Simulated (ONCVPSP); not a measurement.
## Br: one change to an ONCV potential, before and after

* Element: Br
* Generator: ONCVPSP 4.0.1
* Type: optimised norm-conserving Vanderbilt (ONCV)
* Functional: PW91
* Relativity: scalar-relativistic
* Frozen core: [Ne]
* Valence charge: 25
* Reference configuration: 3s2 3p6 3d10 4s2 4p3 (charge +2)
* Partial waves: 3s+4s: rc 0.90 bohr, ncon 4, nbas 8, qcut 10.3 1/bohr, 2 projectors; 3p+4p: rc 1.00 bohr, ncon 3, nbas 7, qcut 13.3 1/bohr, 3 projectors, debl 3 Ha; 3d: rc 1.00 bohr, ncon 4, nbas 9, qcut 18 1/bohr, 2 projectors, debl 2.6 Ha
* Local potential: polynomial inside 0.80 bohr (lpopt 2, dvloc0 2 Ha)
* Core correction: Teter function, fcfact 2.75, rcfact 1.65

In the d channel the program set the typed energies aside and used -3.341, 0.250 Ha.

Change: d: qcut 24.4.

Cutoffs: the cutoffs (Ha) at which the residual kinetic energy of the hardest occupied pseudo-wave falls to 1 and 0.1 mHa per electron; they do not see the model core or the augmentation charge, which bear on the density cutoff. Errors are all-electron minus pseudo energies relative to the spin-unpolarised reference configuration.

Question: Predict the effect on cutoff, ghosts and configuration errors.

Answer: The potential gets harder (121 Ha and 192 Ha → 184 Ha and 210 Ha); the errors of the 4 common tests hardly move; neither file shows a bound ghost. The waves are optimised to have the least kinetic energy above qcut, so the cutoff follows it (qcut²/2 in Ha).

```csv
quantity,base,changed
"cutoff, loose",121 Ha,184 Ha
"cutoff, tight",192 Ha,210 Ha
loose cutoff by channel,"s 52 Ha, p 67 Ha, d 121 Ha","s 52 Ha, p 67 Ha, d 184 Ha"
bound ghosts,none,none
GHOST(+) flags under 300 eV,none,none
"error for 3s2 3p6 3d10 4s2 4p5, meV [ΔE -35.44 eV]",+6.0,+6.1
"error for 3s2 3p6 3d10 4s2 4p4, meV [ΔE -22.83 eV]",+3.9,+3.9
"error for 3s2 3p6 3d10 4s2 4p2, meV [ΔE 34.07 eV]",-5.7,-5.6
"error for 3s2 3p6 3d10 4s2 4p4.5, meV [ΔE -30.34 eV]",+5.1,+5.2
s: phases at 0.91 bohr within 0.05 rad from the reference energy up to (Ha; the scan ends near 5),to the end of the scan,to the end of the scan
p: phases at 1.01 bohr within 0.05 rad from the reference energy up to (Ha; the scan ends near 5),to the end of the scan,to the end of the scan
d: phases at 1.01 bohr within 0.05 rad from the reference energy up to (Ha; the scan ends near 5),to the end of the scan,to the end of the scan
"rms error of d²Exc/dni dnj with the model core, mHa",2.07,2.01
```
